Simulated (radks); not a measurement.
The samarium ion Sm58+, 4 electrons, occupied as [He] 2s2 (the NIST ground configuration).

All-electron calculation, non-relativistic Kohn-Sham, LB94 model potential, spin-polarised, spherical densities, point nucleus; relativity is left out, which matters for an element this heavy. Program: a radial shooting solver on a logarithmic mesh with Libxc functionals.

Energy parts (hartree):
| part | energy |
|---|---|
| kinetic | 4707.4049 |
| electron-nucleus | -9511.5880 |
| Hartree | 145.9730 |
(The LB94 potential has no energy functional, so no total or exchange-correlation energy is given.)

Orbitals (lengths in bohr, moments of r in powers of bohr; <r^-3> diverges for s and p1/2):
orbital  occ.  eigenvalue (hartree)  <r^-3>      <r^4>
1s          2             -1853.035       -  1.573e-06
2s          2             -446.5425       -  0.0002165

The highest occupied level is 2s at -12151.0 eV. The electron density at the nucleus is 1.677e+05 e/bohr^3.
